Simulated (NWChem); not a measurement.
Si2H4S, singlet; SMILES [Si](S)[SiH3]

```xyz
7

Si    -1.1654     0.1316     0.0013
S      0.4712     1.4969     0.0006
H     -0.2399     2.6524     0.0012
Si     0.3021    -1.7790     0.0020
H      1.7679    -1.4695    -0.0043
H     -0.0164    -2.6177    -1.1997
H     -0.0078    -2.6084     1.2125
```
Atoms are numbered in this order, from 1.

Results from NWChem. Low-valent species are run as closed-shell singlets; no triplet was tried in these runs. The geometry was optimised at PBE0/def2-SVP. Level: PBE0/def2-SVP with SMD (1 M gas to 1 M solution), gas-phase geometry. Reactions with the solvent are ignored.

For solvent water:

```
Quantity                                     Result
-------------------------------------------  ------
solvation free energy (kcal/mol)               -0.1
cavity-dispersion-structure term (kcal/mol)     2.0
dipole in solution (D)                         1.44
```

**Question.** How do the values read with solvent n-hexane instead?

**Answer.** solvation free energy (kcal/mol): -2.8
cavity-dispersion-structure term (kcal/mol): -1.8
dipole in solution (D): 1.24
